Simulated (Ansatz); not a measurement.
Ansatz (an electronic-structure program) was given this input:
Ansatz 0.2 input:
```yaml
crystal:
  periodic: [false, false, false]
  atoms:
    - {symbol: C, position_ang: [1.30815180, -0.19129891, 0.14654059]}
    - {symbol: C, position_ang: [0.10901014, -0.01594121, 0.01221143]}
    - {symbol: C, position_ang: [-1.22056561, 0.17849066, -0.13672909]}
    - {symbol: H, position_ang: [2.33913641, -0.34206600, 0.26203260]}
    - {symbol: H, position_ang: [-1.59247811, 1.02636034, -0.68281534]}
    - {symbol: H, position_ang: [-1.92623626, -0.51179755, 0.28864513]}
basis:
  gaussian:
    orbitals: STO-3G
hamiltonian:
  xc: {name: B97M-V}
magnetization: {spin_polarized: true, initial_magnetization: 1}
```

Question: What does this run give for the <S^2>, number of basis functions, total energy?

Answer: 
The <S^2> is 0.774. The number of basis functions comes out as 18 and the total energy is -114.5672 Eh.
